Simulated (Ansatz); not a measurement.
`[CH3][Sn]([Cl])[Cl]` radical, one more setting.

```yaml
crystal:
  periodic: [false, false, false]
  atoms:
    - {symbol: C, position_ang: [-0.430679, 0.732526, -0.019525]}
    - {symbol: Sn, position_ang: [-0.002319, -1.073995, 0.549097]}
    - {symbol: Cl, position_ang: [1.718073, -1.375417, 1.598326]}
    - {symbol: Cl, position_ang: [-0.518972, -2.458222, -1.152514]}
    - {symbol: H, position_ang: [-1.098331, 1.281380, -0.323509]}
    - {symbol: H, position_ang: [0.238792, 1.536011, 0.541565]}
    - {symbol: H, position_ang: [0.307839, 0.879988, -0.819772]}
basis:
  gaussian: {orbitals: ANO-RCC-VTZP}
magnetization: {spin_polarized: false, initial_magnetization: 1}
hamiltonian: {xc: {name: rPW86-PBE}}
output: {forces: true}
```

```sh
$ ansatz run in.yaml --threads 4 --pin off --events-out ev --progress --plain --max-ram 10444MiB
```

It prints (some lines left out):

```
Functional definition: rPW86-PBE
1684 factors; their error is unknown
mean field evaluation 1: about -194333.0863 eV, gradient 7.5e1 eV
mean field evaluation 2: about -194304.6688 eV, gradient 1.1e2 eV
mean field evaluation 4: about -194345.5166 eV, gradient 1.3e1 eV
mean field evaluation 8: about -194345.8735 eV, gradient 1.2e-1 eV
mean field evaluation 16: about -194345.8351 eV, gradient 3.0e-3 eV
mean field -194345.83507490 eV, -7142.0777066643 hartree, gradient 2.7e-5 eV, S^2 0.750000; 0 other end points of the search recorded, 0 dependent functions left out
reference -194345.83523929 eV, -7142.0777127054 hartree; 47, 46 occupied and 161, 162 virtual orbitals, 1684 factors
Total energy: -194345.83523929 eV, -7142.0777127054 hartree
Relativity: scalar
Atom 0 at    -0.430679     0.732526    -0.019525 Å, force     9.691476     1.477041     1.990915 eV/Å
Atom 1 at    -0.002319    -1.073995     0.549097 Å, force    -7.744153    -1.576277    -0.208886 eV/Å
Atom 2 at     1.718073    -1.375417     1.598326 Å, force     7.637337    -1.075357     3.893428 eV/Å
Atom 3 at    -0.518972    -2.458222    -1.152514 Å, force    -0.107369    -1.469249    -2.045157 eV/Å
Atom 4 at    -1.098331     1.281380    -0.323509 Å, force    -8.142200     4.637158    -2.855002 eV/Å
Atom 5 at     0.238792     1.536011     0.541565 Å, force    -1.358785    -1.457190     0.329046 eV/Å
Atom 6 at     0.307839     0.879988    -0.819772 Å, force     0.023694    -0.536126    -1.104345 eV/Å
Dipole moment:     0.111835     0.532473     0.068484 e Å
```

Hardware: 4 threads of an Arm Neoverse V2 on a shared host. Wall time 26 s, peak host memory 0.72 GiB.
